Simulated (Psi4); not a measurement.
FIn, charge +1, doublet, geometry from GFN2-xTB (such geometries of metal compounds can be far from the true shape) (a state made from the parent by changing its charge; the spin is typed, not shown lowest) (core potentials on In). Base run: B3LYP/def2-SVP in Psi4.

Geometry (Å):
```xyz
2

In     0.0000     0.0000    -0.3550
F      0.0000     0.0000     1.9325
```
Charge +1, spin multiplicity 2.
Orbitals are unrestricted.
All else is at Psi4's defaults (density fitting).
Base energy -289.63803 Eh.

Variants of this job, named by their change:

```csv
change,ΔE vs base (mEh),SCF cycles,grid points,basis functions,outcome
base,0.000,15,42936,40,converged
dft_radial_points = 150,0.001,15,85286,40,converged
scf_initial_accelerator = none,0.000,11,42936,40,converged
dft_spherical_points = 194,0.159,15,27590,40,converged
dft_radial_scheme = mura,0.001,15,43518,40,converged
dft_radial_scheme = becke,0.000,15,37801,40,converged
scf_type = mem_df,0.000,15,42936,40,converged
e_convergence = 1e-4,0.000,15,42936,40,converged
dft_spherical_points = 110,-0.985,15,15626,40,converged
dft_radial_points = 50,0.036,15,28793,40,converged
basis_guess = sto-3g,-,-,-,40,stopped with an error
scf_type = dfdirj+cosx,0.046,16,42936,40,converged
dft_nuclear_scheme = stratmann,0.034,15,41563,40,converged
```

Open shells are given as the SCF converged; they aren't shown to be the lowest states, and a large step between rows can be another state.

- basis_guess = sto-3g: ended with `psi4.driver.p4util.exceptions.ValidationError: Projecting from basis (STO-3G) with (0) ECP electrons to basis (DEF2-SVP) with (28) ECP electrons will be a disaster. Select a compatible cast-up basis with 'set guess_basis YOUR_BASIS_HERE'.`
